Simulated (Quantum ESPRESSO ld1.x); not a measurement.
Results of a calculation; reference values are marked as such.
Question: All-electron atom: Rh+ in [Kr] 4d7.5 5p0.5 (fractional occupations, a model configuration). Level of theory: Dirac Kohn-Sham, LDA (Slater exchange, VWN5 correlation), spin-unpolarised, spherical densities, point nucleus; open shells are shared between the two j in proportion to 2j + 1 (ld1.x of Quantum ESPRESSO 7.5). Some entries of the table are withheld. Estimate them.

orbital,occ.,eigenvalue (hartree),<r> (bohr),r(max) (bohr)
1s1/2,2,-845.4920,0.03266,0.021
2s1/2,2,-122.9068,0.1417,0.120
2p1/2,2,(1),0.1204,0.093
2p3/2,4,(2),0.1252,0.097
3s1/2,2,-22.2610,0.3912,(3)
3p1/2,2,-18.7314,0.3835,0.337
3p3/2,4,-17.8181,0.3944,0.348
3d3/2,4,-11.5441,0.3686,0.290
3d5/2,6,-11.3638,0.3721,0.292
4s1/2,2,-3.4148,0.9783,0.881
4p1/2,2,-2.3374,1.057,(4)
4p3/2,4,-2.1914,1.088,(5)
4d3/2,3,-0.5984,1.496,(6)
4d5/2,4.5,-0.5828,1.516,(7)
5p1/2,0.166667,(8),3.601,3.02
5p3/2,0.333333,(9),3.705,3.12

Answer: 
(1) 2p1/2 eigenvalue (hartree): -113.8971
(2) 2p3/2 eigenvalue (hartree): -108.5909
(3) 3s1/2 r(max) (bohr): 0.351
(4) 4p1/2 r(max) (bohr): 0.924
(5) 4p3/2 r(max) (bohr): 0.954
(6) 4d3/2 r(max) (bohr): 1.13
(7) 4d5/2 r(max) (bohr): 1.15
(8) 5p1/2 eigenvalue (hartree): -0.2754
(9) 5p3/2 eigenvalue (hartree): -0.2654
